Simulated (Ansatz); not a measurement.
ClFGeH₄SSi, SMILES `F[SiH](Cl)[S][GeH3]`, relaxed with RKS PBE-D4/def2-SVP in the Gaussian-basis code of Ansatz from a rough embedded geometry. The force threshold is 0.03 eV/Å; the program also tests the step.

Total charge 0; spin multiplicity 1.

Start:

```xyz
9

F     0.103    1.425   -2.894
Si   -0.267    0.762   -1.320
Cl   -2.137   -0.176   -1.357
S     1.189   -0.660   -0.829
Ge    0.507   -0.795    1.320
H    -0.300    1.860   -0.353
H     0.538    0.631    1.958
H     1.368   -1.761    2.103
H    -1.000   -1.285    1.371
```

(1) How much energy does the relaxation release, and in how many steps? (An estimate is asked.)

(2) Which bonds change most? (Estimate.)

(3) Give the relaxed structure. (Best estimate.)

## Answers

(1) The calculation gave: 0.30 eV, in 4 steps.

(2) Computed: F1–Si2 from 1.747 to 1.628 Å; Ge5–H9 from 1.586 to 1.547 Å; Si2–S4 from 2.094 to 2.131 Å; Ge5–H8 from 1.512 to 1.544 Å.

(3) The calculation gave: 
```xyz
9

F     0.131    1.277   -2.870
Si   -0.293    0.799   -1.373
Cl   -2.186   -0.030   -1.487
S     1.162   -0.627   -0.751
Ge    0.480   -0.816    1.404
H    -0.375    1.998   -0.484
H     0.546    0.575    2.085
H     1.496   -1.797    2.029
H    -0.961   -1.378    1.448
```
